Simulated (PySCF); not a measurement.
## Excitation energy of Pb by level of theory

Pb [Xe] 4f14 5d10 6s2 6p2 (3P) → Pb [Xe] 4f14 5d10 6s1 6p2 7s1 (5P), as a difference of total energies. Calculation: PySCF 2.14, in x2c-TZVPPall with one added diffuse shell each of s, p, d, f type (12s8p7d4f, 99 functions); scalar relativity by spin-free X2C-1e. Correlated levels: valence and next inner shell: [Kr] 4d10 4f14 frozen. The calculations carry no spin-orbit coupling.

| method | excitation energy (eV) |
| --- | --- |
| UHF | 9.815 |
| MP2 (valence and next inner shell) | 11.595 |
| SCS-MP2 (valence and next inner shell) | 11.660 |
| CCSD (valence and next inner shell) | 11.266 |
| CCSD(T) (valence and next inner shell) | 11.338 |

Q: How much does correlation contribute at CCSD(T) (valence and next inner shell)?

A: 11.338 − (9.815) = 1.523 eV, measured against UHF.

Spin-orbit coupling is strong in these open shells (close to jj coupling). The scalar numbers leave it out and a first-order estimate fails, so it can dominate the gap to the real levels.

The upper state lies above the first ionisation limit. A Rydberg-like electron needs more diffuse functions than a valence basis has.

The promoted electron is Rydberg-like, and one or two diffuse shells describe it only roughly, which tends to raise the upper state.
